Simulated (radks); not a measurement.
Values are calculated unless marked as measured or tabulated.
Isoelectronic series with 28 electrons, each ion in its NIST ground configuration. Code: a radial shooting solver on a logarithmic mesh with Libxc functionals. Model: scalar-relativistic Kohn-Sham, SCAN, spin-unpolarised, spherical densities, finite nucleus; meta-GGA in the generalised Kohn-Sham scheme; Fermi nuclear charge, rms radius of each element as measured or else 0.836 A^(1/3) + 0.57 fm. Total energies (hartree) and mean radii <r> (bohr):

ion	configuration	E (hartree)	3d	3p	3s
Zn2+	[Ar] 3d10	-1795.43163	0.8756	0.7134	0.6809
Ge4+	[Ar] 3d10	-2095.54805	0.7143	0.6449	0.6228
Se6+	[Ar] 3d10	-2421.19344	0.6127	0.5857	0.5715
Kr8+	[Ar] 3d10	-2772.44047	0.5401	0.5354	0.5267
Sr10+	[Ar] 3d10	-3149.42798	0.4845	0.4926	0.4877
Zr12+	[Ar] 3d10	-3552.33348	0.4401	0.4558	0.4537
Mo14+	[Ar] 3d10	-3981.36058	0.4037	0.4240	0.4237
Ru16+	[Ar] 3d10	-4436.74191	0.3731	0.3962	0.3973
Pd18+	[Ar] 3d10	-4918.72902	0.3471	0.3717	0.3737
Cd20+	[Ar] 3d10	-5427.59373	0.3245	0.3500	0.3526
Sn22+	[Ar] 3d10	-5963.63426	0.3048	0.3306	0.3336
Te24+	[Ar] 3d10	-6527.16319	0.2873	0.3132	0.3164
Xe26+	[Ar] 3d10	-7118.52800	0.2718	0.2974	0.3007
Ba28+	[Ar] 3d10	-7738.0895	0.2579	0.2831	0.2864
Ce30+	[Ar] 3d10	-8386.2405	0.2454	0.2701	0.2732
Nd32+	[Ar] 3d10	-9063.3978	0.2340	0.2582	0.2611
Sm34+	[Ar] 3d10	-9769.9752	0.2236	0.2472	0.2499
Gd36+	[Ar] 3d10	-10506.4938	0.2141	0.2370	0.2395
Dy38+	[Ar] 3d10	-11273.4468	0.2054	0.2276	0.2298
Er40+	[Ar] 3d10	-12071.3900	0.1974	0.2189	0.2208
Yb42+	[Ar] 3d10	-12900.8794	0.1899	0.2108	0.2123
